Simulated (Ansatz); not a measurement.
Isolated molecules relaxed with PBE0-D4/def2-TZVP in Ansatz; ΔE leaves out vibrations. CCSD(T)/CBS is the MP2 limit (def2-TZVPP, def2-QZVPP) plus CCSD(T) − MP2 in def2-TZVPP, frozen cores. DFT in def2-TZVPP. HSE06 is defined as in plane-wave codes. Each species was taken in one conformer, which may not be the lowest.

`CB(N)[SiH3]` + `COC(C)=O` → `CC(=O)O[SiH3]` + `CB(C)N`  (formal exchange of groups at the Si–B bond)

```
        level  ΔE (kJ/mol)
   r2SCAN0-D4       -182.0
     HSE06-D4       -168.8
HF/def2-TZVPP       -192.5
MP2/CBS(def2)       -195.4
```

(1) What does CCSD(T)/CBS give? (Estimate.)

Largest T1 diagnostic among the species: 0.014.

## Answers

(1) The calculation gave: -183.6 kJ/mol. The listed levels differ from it by 1.6, 14.8, -8.9, -11.8 kJ/mol.

From r2SCAN to r2SCAN0 (25 % exact exchange), in def2-TZVPP and without D4, ΔE moves by −4.4 kJ/mol. Leaving LDA and LC-ωPBE aside and taking each functional with its dispersion term where it has one, the values, not all of them listed here, spread over 26.2 kJ/mol, from BHLYP-D4 to revPBE-D4. LDA lies −3.1 kJ/mol from PBE without D4. At CCSD(T), def2-SVP lies +20.9 kJ/mol from the extrapolated value and def2-TZVPP +3.1 kJ/mol.
